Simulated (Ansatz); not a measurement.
Reaction (ligand exchange at the Si–O bond): `CBO[SiH2]F` + H₂Se → `F[SiH2][SeH]` + `CBO`

Isolated molecules relaxed with PBE0-D4/def2-TZVP in Ansatz; ΔE leaves out vibrations. CCSD(T)/CBS is the MP2 limit (def2-TZVPP, def2-QZVPP) plus CCSD(T) − MP2 in def2-TZVPP, frozen cores. Functionals use def2-TZVPP. B3LYP here is the variant with VWN-RPA as its local correlation; programs differ in this. For Se outer-core shells are correlated without core-valence functions, which leaves a few kJ/mol of doubt a bond. Scalar relativity is left out up to krypton. One conformer a species, not always the lowest.

| level | ΔE (kJ/mol) |
| --- | --- |
| B3LYP | 39.7 |
| SCS-MP2/def2-QZVPP | 42.6 |

(1) What does CCSD(T)/CBS give? (Estimate.)

Largest T1 diagnostic among the species: 0.012.

Answers

(1) Ansatz gave: +37.8 kJ/mol. The listed levels differ from it by 1.9, 4.8 kJ/mol.

In def2-TZVPP, CCSD(T) changes the Hartree–Fock value by −15.9 kJ/mol (the triples alone add −2.8 kJ/mol) and MP2 by −18.9 kJ/mol. From PBE to PBE0 (25 % exact exchange), in def2-TZVPP and without D4, ΔE moves by +5.7 kJ/mol.
